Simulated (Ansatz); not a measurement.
`[CH3][In]([OH])[Cl]` and `[CH3][In]([Cl])[I]` differ in one atom or group.

Ansatz, PBE0-D4/def2-TZVP geometries, multiplicity 1. Each molecule was computed in one conformer, which needn't be the lowest.

Elements past krypton have def2 core potentials.

| property | `[CH3][In]([OH])[Cl]` |
| --- | --- |
| HOMO–LUMO gap (PBE/def2-TZVPP) / eV | 4.70 |
| LUMO energy (PBE/def2-TZVPP) / eV | -2.17 |
| LUMO energy (PBE0/def2-TZVPP) / eV | -1.29 |
| HOMO–LUMO gap (B3LYP/def2-TZVPP) / eV | 6.33 |
| HOMO energy (PBE0/def2-TZVPP) / eV | -8.21 |
| size of the dipole moment (B3LYP/def2-TZVPP) / D | 4.54 |

Task: Give the same properties after the change, and the shifts. (Best estimate.)

Result: Ansatz gave: 
| property | `[CH3][In]([Cl])[I]` | shift |
| --- | --- | --- |
| HOMO–LUMO gap (PBE/def2-TZVPP) / eV | 3.90 | -0.80 |
| LUMO energy (PBE/def2-TZVPP) / eV | -2.61 | -0.44 |
| LUMO energy (PBE0/def2-TZVPP) / eV | -1.79 | -0.50 |
| HOMO–LUMO gap (B3LYP/def2-TZVPP) / eV | 5.31 | -1.02 |
| HOMO energy (PBE0/def2-TZVPP) / eV | -7.65 | 0.56 |
| size of the dipole moment (B3LYP/def2-TZVPP) / D | 3.23 | -1.31 |

With PBE0 the HOMO rises by 0.56 eV and the LUMO falls by 0.50 eV, so the gap narrows by about 1.06 eV. PBE moves the HOMO by 0.36 eV and ωB97M-V by 0.67 eV. Dipoles are sizes alone; their direction can turn.

B3LYP here is the variant with VWN-RPA as its local correlation; programs differ in this.

Spin–orbit coupling is left out; it splits and shifts lone-pair levels of the heavy atoms by tenths of an eV.
